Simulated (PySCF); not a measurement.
**V (vanadium, neutral): UHF calculation**

Configuration: [Ar] 3d3 4s2, high-spin 4F determinant. All numbers are calculated (PySCF 2.14, the spin-free X2C one-electron Hamiltonian (Gaussian nucleus), in jorge-DZP-DKH (8s6p2d1f, 43 functions)).

| Item | Value |
| --- | --- |
| Total energy | -948.109321 hartree |
| One-electron energy | -1301.3222 hartree |
| Hartree (Coulomb) energy | 397.8158 hartree |
| Exchange energy | -44.6030 hartree |
| ⟨S²⟩ | 3.7626 |
| ⟨L²⟩ | 12.025 |
| Sum of ⟨r⟩ | 21.57 bohr |
| Sum of ⟨r²⟩ | 46.54 bohr² |
| Langevin diamagnetic susceptibility | -36.9 ×10⁻⁶ cm³/mol |
| Time after the integrals | 0.18 s of wall time on 1 thread of Neoverse-V1 (shared host) |

```
shell  electrons  mean orbital energy (eV)  rms radius, mean of both spins (bohr)
 1s β          1                   -5520.2                                 0.0768
 1s α          1                   -5520.2                                 0.0768
 2s α          1                   -657.88                                  0.332
 2s β          1                   -656.31                                  0.332
 2p α          3                   -546.58                                  0.303
 2p β          3                   -545.05                                  0.303
 3s α          1                   -90.458                                   1.02
 3s β          1                   -84.741                                   1.02
 3p α          3                   -58.487                                   1.11
 3p β          3                   -51.490                                   1.11
 3d α          3                   -13.581                                   1.49
 4s α          1                    -6.725                                   3.85
 4s β          1                    -5.848                                   3.85
```

Densities and radii are taken from the X2C orbitals without a picture-change correction, which distorts them close to the nucleus.
